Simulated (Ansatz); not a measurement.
Geometry optimisation, UKS PBE-D4/def2-SVP in Ansatz 0.2.0.

Input:

```yaml
crystal:
  periodic: [false, false, false]
  atoms:
    - { symbol: O, position_ang: [0.85245, -0.84244, -0.01514] }
    - { symbol: Ge, position_ang: [-0.6829, 0.13779, -0.57119] }
    - { symbol: Sb, position_ang: [0.13157, -0.49298, 1.74106] }
    - { symbol: H, position_ang: [-1.21497, -0.95529, -1.51065] }
    - { symbol: H, position_ang: [0.06882, 1.07207, -1.52232] }
    - { symbol: H, position_ang: [0.84503, 1.08085, 1.87824] }
magnetization:
  spin_polarized: true
basis:
  gaussian: { orbitals: def2-SVP }
hamiltonian:
  xc: pbe
  dispersion: d4
relax:
  f_tol: 0.02
  max_steps: 50
```

Run as:

```bash
$ ansatz run input.yaml --threads 2 --pin off --max-ram 3072MiB --backend cpu --events-out ev --progress --plain --runs-dir out
```

Where does it end, and by what steps?

It converged. After 5 steps the energy has fallen by 0.582 eV; Ge2 moved furthest, 0.35 Å.

```
step  energy less start (eV)  largest force component (eV/Å)  accepted
   0                  0.0000                           2.338       yes
   1                 -0.3930                           0.987       yes
   2                 -0.4922                           1.175       yes
   3                 -0.5786                           0.226       yes
   4                 -0.5816                           0.067       yes
   5                 -0.5822                           0.005       yes
```

```xyz
6
Properties=species:S:1:pos:R:3
O 0.990 -0.978 -0.033
Ge -0.427 -0.049 -0.711
Sb 0.037 -0.416 1.783
H -1.425 -0.941 -1.496
H -0.013 1.248 -1.458
H 0.839 1.136 1.915
```

Whether the end is a true minimum wasn't checked by a vibrational analysis.

The run took 4.8 s on 2 threads of AMD EPYC 9R45 (Zen 5), with other jobs on the host, peak memory 0.17 GiB.
